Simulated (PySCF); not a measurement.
A survey of 33S NMR shifts

PySCF 2.14.0 with density-fitted response routines calculation with GFN2-xTB structure and shielding tensors at PBE0/pcSseg-1 (GIAO); rapidly exchanging positions averaged, single conformer, non-relativistic Hamiltonian, gas phase.

Shieldings were converted by a linear fit to measured shifts: 33S: δ = 158.28 − 0.937σ (rms 33.3 ppm, 20 shifts vs sulfate, solution or neat liquid). A few per cent of atoms miss by over 2 rms, more outside the fitted compound classes.

(1) Give the 33S shifts of `CCS[SiH2]SC`, `CS[C@@H]1C[C@](F)(CO)O1`, `C[C@H](CF)S(=O)(=O)Cl`.

(2) Match the shifts 16, -30, -173, -294 ppm to `CC#Cc1ccccc1SC`, `C[C@H](CF)S(=O)(=O)Cl`, `CCC(=S)N(C)CC`, `[SiH3]OCOC(=S)O[SiH3]`.

Results:

(1) 
| compound | environment | δ (ppm) |
| --- | --- | --- |
| [CH3:1][CH2:2][S:3][SiH2:4][S:5][CH3:6] | S3: sulfur bonded to C, Si | -447 |
| [CH3:1][CH2:2][S:3][SiH2:4][S:5][CH3:6] | S5: sulfur bonded to C, Si | -507 |
| CS[C@@H]1C[C@](F)(CO)O1 | sulfide sulfur | -282 |
| C[C@H](CF)S(=O)(=O)Cl | sulfonyl sulfur | 16 |

(2) 16: C[C@H](CF)S(=O)(=O)Cl (sulfonyl sulfur); -30: CCC(=S)N(C)CC (thione sulfur); -173: [SiH3]OCOC(=S)O[SiH3] (thione sulfur); -294: CC#Cc1ccccc1SC (sulfide sulfur).
